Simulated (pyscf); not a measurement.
Addition: germylene (GeH₂) [singlet] + Cl–GeH₂• -> Cl–GeH₂–GeH₂•

Gas phase, doublet surface, charge 0. Bonds broken: none. Bonds formed: Ge1–Ge5. Single points on ωB97X-D3(BJ)/def2-SVP structures (PySCF, gas phase).

Transition state (Å):

```xyz
7

Ge    -1.9178    -1.0503     0.8598
Cl    -0.2812     1.2454     1.0082
H     -0.9139    -1.9091    -0.0385
H     -2.8149    -0.5362    -0.3581
Ge    -0.4822     0.4869    -1.0860
H     -1.0567     1.6944    -1.8655
H      0.9774     0.2231    -1.5283
```

One imaginary mode, 225i cm⁻¹; descent along it reached the two sides named, in the forms told below.

```json
[
 {"bond": "Ge1–Ge5", "change": "forms", "reactant side (Å)": "3.1", "saddle": "2.9", "product side": "2.397"}
]
```

Electronic energies relative to the separated reactants (kcal/mol):

| level | barrier | reaction energy | reverse barrier |
|---|---|---|---|
| ωB97X-D3(BJ)/def2-TZVP | -13.2 | -55.0 | 41.7 |
| PBE/def2-TZVP | -16.7 | -47.8 | 31.1 |
| r²SCAN/def2-TZVP | -14.8 | -52.6 | 37.8 |
| B3LYP-D3(BJ)/def2-TZVP | -12.3 | -46.2 | 33.9 |
| PBE0-D3(BJ)/def2-TZVP | -14.2 | -52.1 | 37.9 |
| M06-2X/def2-TZVP | -8.2 | -47.6 | 39.3 |
| ωB97M-D3(BJ)/def2-TZVP | -8.1 | -45.5 | 37.4 |
| HF/def2-TZVP | 10.1 | -42.0 | 52.1 |

With ωB97M-D3(BJ)/def2-TZVP energies and thermal terms (ideal gas, 1 atm, RRHO with modes under 100 cm⁻¹ raised to 100, one conformer, R ln 2 for chiral ones without a mode under 150 cm⁻¹), in kcal/mol:

| T (K) | ΔH‡ | ΔG‡ | ΔH | ΔG |
|---|---|---|---|---|
| 298 | -7.6 | 2.9 | -42.7 | -32.3 |
| 600 | -7.1 | 13.5 | -42.0 | -22.0 |
| 900 | -6.5 | 23.6 | -41.0 | -12.2 |
| 1200 | -5.9 | 33.6 | -40.0 | -2.8 |

On the reactant side the descent ends in an adduct with a Cl–Ge contact, 18.4 kcal/mol under the separated species and 5.2 kcal/mol under the saddle at ωB97X-D3(BJ)/def2-TZVP. At ωB97X-D3(BJ)/def2-TZVP, PBE, r²SCAN, B3LYP-D3(BJ), PBE0-D3(BJ), M06-2X, ωB97M-D3(BJ) the saddle lies under the separated reactants, which points to a path from their complex (located at ωB97X-D3(BJ) alone). This is the saddle that the search found; another between the same sides may lie lower. Elements up to Kr have no core potential and no relativistic terms here.
